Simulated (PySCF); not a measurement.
A species of formula C3H9As has this rotational fingerprint, computed with PBE0-D3(BJ)/def2-SVP geometry optimisation, gas phase in PySCF:

| Quantity | Value |
| --- | --- |
| Rotational constants | A = 4716, B = 4712, C = 3425 MHz |
| Dipole components | \|μa\| = 0.00 D, \|μb\| = 0.00 D, \|μc\| = 1.03 D |
| Inertial defect | -66.86 u·Å² |
| κ | 0.99 |

Task: Which candidate fits, each taken in the one conformer that was computed?
A. `[CH3:1][CH2:2][AsH:3][CH3:4]` with C1–C2–As3–C4 -168°
B. `[CH3:1][CH:2]([CH3:3])[AsH2:4]` with C1–C2–As4–H 44° and -49°
C. trimethylarsine (`C[As](C)C`)

Result: C. It is C[As](C)C, an oblate symmetric top, point group C3v. The candidates at the same level (rigid rotor, commonest isotopes):

```json
{"SMILES": "CC[AsH]C", "A (MHz)": "9992", "B (MHz)": "2676", "C (MHz)": "2251", "μa (D)": "0.17", "μb (D)": "1.09", "μc (D)": "0.23", "Δ (u·Å²)": "-14.93", "point group": "C1", "rotor": "asymmetric top"}
{"SMILES": "CC(C)[AsH2]", "A (MHz)": "7557", "B (MHz)": "2760", "C (MHz)": "2199", "μa (D)": "1.08", "μb (D)": "0.30", "μc (D)": "0.07", "Δ (u·Å²)": "-20.11", "point group": "–", "rotor": "asymmetric top"}
{"SMILES": "C[As](C)C", "A (MHz)": "4716", "B (MHz)": "4712", "C (MHz)": "3425", "μa (D)": "0.00", "μb (D)": "0.00", "μc (D)": "1.03", "Δ (u·Å²)": "-66.86", "point group": "C3v", "rotor": "oblate symmetric top"}
```

`CC[AsH]C` has A 112 % too high; `CC(C)[AsH2]` has A 60 % too high. In the right answer the symmetry axis of this C3v structure is c, so μa and μb vanish by symmetry. No structure here is proved a minimum.
